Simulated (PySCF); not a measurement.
TaH₅, SMILES [TaH5] (connectivity only; charge and spin as stated), neutral, multiplicity 1. Coordinates come from a PBE0-D3(BJ)/def2-TZVPD optimisation. The spin state was assumed, not searched. The def2 effective core potentials stand for the cores of Ta; spin–orbit coupling is left out.

All values below come from PBE0-D3(BJ)/def2-TZVPD (PySCF).

Harmonic wavenumbers (cm⁻¹): 209, 209, 755, 755, 791, 816, 877, 1835, 1865, 1903, 1903, 1954. Rotational constants (GHz): 52.22, 46.85, 46.85; symmetry number 4.

### Question
Work out the zero-point energy and the ideal-gas rigid-rotor harmonic-oscillator thermochemistry at 298.15 K and 1 atm.

### Answer
ZPE = ½ Σ hcν = ½ × 13872 cm⁻¹ = 19.83 kcal/mol. H − E(el) = 23.14 kcal/mol. Entropy in cal/(mol K): translation 41.57, rotation 15.82, vibration 5.18, total 62.57. G − E(el) = 4.49 kcal/mol. Cp = 14.97 cal/(mol K).
